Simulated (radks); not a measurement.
The thallium ion Tl3+ is in [Xe] 4f14 5d10. Method: scalar-relativistic Kohn-Sham, LDA (Slater exchange, Perdew-Wang correlation), spin-polarised, spherical densities, finite nucleus; Fermi nuclear charge, rms radius of each element as measured or else 0.836 A^(1/3) + 0.57 fm; computed with a radial shooting solver on a logarithmic mesh with Libxc functionals. Open shells are filled with parallel spins first. One electron is removed from 5s, 5d, 4f, 5p in turn, with full relaxation. Which removal costs least, and what does each cost?

Answer. 5d 51.901 eV; 5p 114.34 eV; 4f 158.65 eV; 5s 169.98 eV. The 5d electron leaves first.
